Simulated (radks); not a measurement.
Results of a calculation; reference values are marked as such.
Ionisation of Ne, [Ne], to Ne+, [He] 2s2 2p5, under several functionals. Scalar-relativistic Kohn-Sham, spin-polarised, spherical densities, point nucleus; open shells are filled with parallel spins first; a radial shooting solver on a logarithmic mesh with Libxc functionals.

functional                                        E(Ne) (hartree)  Exc (hartree)  IE (eV)  -e(HOMO) (eV)  <r> HOMO (bohr)  IE error (eV)
LDA (Slater exchange, Perdew-Wang correlation)         -128.37486      -11.72067   22.167         13.534           0.9815         +0.602
exchange-only LDA                                      -127.63549      -10.95099   20.493         12.043           0.9898         -1.072
LDA (Slater exchange, Perdew-Zunger correlation)       -128.37223      -11.71759   22.180         13.532           0.9816         +0.615
exchange-only PBE                                      -128.66731      -12.02482   20.883         12.383           0.9892         -0.681
LDA (Slater exchange, VWN5 correlation)                -128.37843      -11.72455   22.172         13.539           0.9814         +0.607
HCTH/407                                               -129.10295      -12.50774   22.328         13.729           0.9752         +0.764
AM05                                                   -128.46159      -11.81412   21.872         13.258           0.9811         +0.308
PBEsol                                                 -128.67183      -12.03394   21.890         13.271           0.9813         +0.325

NIST Atomic Spectra Database: 21.565 eV (measured). Closest: AM05. The Delta-SCF values span 1.84 eV, the total energies 1.47 hartree. The highest occupied level is 2p. Open shells are spherical and high-spin; term and fine-structure splittings are not resolved.
